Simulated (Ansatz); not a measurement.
Stepwise reaction of `C=C[CH2][In]([F])[F]` with hydrogen, as a gas-phase model of exchange steps in deposition or etching. ΔE in kJ/mol.

Program: Ansatz. Geometries: PBE0-D4/def2-TZVP. ΔE: electronic, gas phase. CBS: MP2 limit from def2 TZ/QZ plus the TZ coupled-cluster correction, frozen cores. This one scheme is used for every species. Functionals use def2-TZVPP. B3LYP here is the variant with VWN-RPA as its local correlation; programs differ in this. def2 core potentials past Kr. For In outer-core shells are correlated without core-valence functions, which leaves a few kJ/mol of doubt a bond. Each species was taken in one conformer, which may not be the lowest.

```json
{"step": "1", "reaction": "`C=C[CH2][In]([F])[F]` + H₂ → `C=C[CH2][InH][F]` + H–F", "PBE-D4": "35.1", "B3LYP-D4": "36.6", "ωB97M-V": "35.4", "CCSD(T)/CBS": "36.9"}
{"step": "2", "reaction": "`C=C[CH2][InH][F]` + H₂ → `C=C[CH2][InH2]` + H–F", "PBE-D4": "62.2", "B3LYP-D4": "69.2", "ωB97M-V": "58.2", "CCSD(T)/CBS": "56.8"}
```

**Question.** By hand: ΔE of the 2 steps together at CCSD(T)/CBS.

**Answer.** (36.9) + (56.8) = 93.7 kJ/mol, or 46.8 kJ/mol a step.

In ΔE each step is higher than the one before. All are uphill at CCSD(T)/CBS. PBE-D4 differs from CCSD(T)/CBS by -1.8 to 5.4 kJ/mol a step. Only this route is followed, and other bonds may react first. Isolated molecules leave out the surface, adducts and barriers. Largest T1 diagnostic: 0.015.
